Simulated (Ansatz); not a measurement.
```yaml
crystal:
  periodic: [false, false, false]
  atoms:
    - {symbol: N, position_ang: [-2.314021, 1.906045, 0.089926]}
    - {symbol: Si, position_ang: [-0.960210, -0.927785, -0.810733]}
    - {symbol: O, position_ang: [0.079468, -0.606437, -3.718882]}
    - {symbol: C, position_ang: [1.710687, -1.316184, 1.493602]}
    - {symbol: O, position_ang: [3.208064, 0.926280, 1.427469]}
    - {symbol: H, position_ang: [-3.143916, 2.043410, 1.802129]}
    - {symbol: H, position_ang: [-3.335575, 2.863229, -1.204739]}
    - {symbol: H, position_ang: [-2.694221, -3.136574, -0.886812]}
    - {symbol: H, position_ang: [1.557052, 0.428657, -3.907043]}
    - {symbol: H, position_ang: [2.937427, -2.886246, 0.944486]}
    - {symbol: H, position_ang: [1.052494, -1.731956, 3.422685]}
    - {symbol: H, position_ang: [2.048073, 2.333248, 1.411976]}
basis:
  gaussian: {orbitals: pcseg-2}
total_charge: 1
magnetization: {spin_polarized: true, initial_magnetization: 1}
hamiltonian: {xc: {name: BHLYP}, dispersion: d4}
accuracy: high
output: {forces: true}
```

```sh
$ ansatz run in.yaml --threads 4 --pin off --events-out ev --progress --plain --max-ram 10444MiB
```

It prints (some lines left out):

```
Functional definition: BHLYP
4109 factors; integrals over basis functions are off by at most 2.3e-8 eV
mean field evaluation 1: about -14486.5148 eV, gradient 1.1e2 eV
mean field evaluation 2: about -13853.9408 eV, gradient 2.1e2 eV
mean field evaluation 4: about -14077.5636 eV, gradient 1.8e2 eV
mean field evaluation 8: about -14558.6572 eV, gradient 8.0e0 eV
mean field evaluation 16: about -14566.1871 eV, gradient 4.2e-1 eV
mean field evaluation 32: about -14566.5724 eV, gradient 5.1e-2 eV
mean field evaluation 96: about -14567.4201 eV, gradient 9.2e-3 eV
mean field evaluation 128: about -14566.9806 eV, gradient 1.4e-1 eV
mean field -14567.42005759 eV, -535.3428129646 hartree, gradient 2.0e-8 eV, S^2 6.202289; 8 other end points of the search recorded, 0 dependent functions left out
reference -14567.42010945 eV, -535.3428148702 hartree; 25, 24 occupied and 227, 228 virtual orbitals, 4109 factors
Total energy: -14567.59332690 eV, -535.3491804940 hartree
Atom 0 at    -2.314021     1.906045     0.089926 Å, force    -1.458561     0.573786     0.242109 eV/Å
Atom 1 at    -0.960210    -0.927785    -0.810733 Å, force    -0.056828    -0.229951    -0.073901 eV/Å
Atom 2 at     0.079468    -0.606437    -3.718882 Å, force     1.720381     1.241483     0.118255 eV/Å
Atom 3 at     1.710687    -1.316184     1.493602 Å, force     0.136241    -1.331056     0.635436 eV/Å
Atom 4 at     3.208064     0.926280     1.427469 Å, force    -1.443262     1.245842    -0.010615 eV/Å
Atom 5 at    -3.143916     2.043410     1.802129 Å, force     0.674599    -0.030621    -1.576017 eV/Å
Atom 6 at    -3.335575     2.863229    -1.204739 Å, force     0.859152    -0.805605     1.256721 eV/Å
Atom 7 at    -2.694221    -3.136574    -0.886812 Å, force     0.483429     0.592719     0.015893 eV/Å
Atom 8 at     1.557052     0.428657    -3.907043 Å, force    -1.888985    -1.325311     0.264306 eV/Å
Atom 9 at     2.937427    -2.886246     0.944486 Å, force    -0.866286     1.252833     0.462852 eV/Å
Atom 10 at     1.052494    -1.731956     3.422685 Å, force     0.559840     0.347379    -1.374220 eV/Å
Atom 11 at     2.048073     2.333248     1.411976 Å, force     1.280279    -1.531498     0.039182 eV/Å
Dipole moment:    -0.731140    -0.156040    -0.319210 e Å
```

(1) Something in this input is off. What?

## Answers

(1) The coordinates are in bohr but typed as ångström. Self-consistency was reached. The result belongs to that input, not to the molecule as meant.
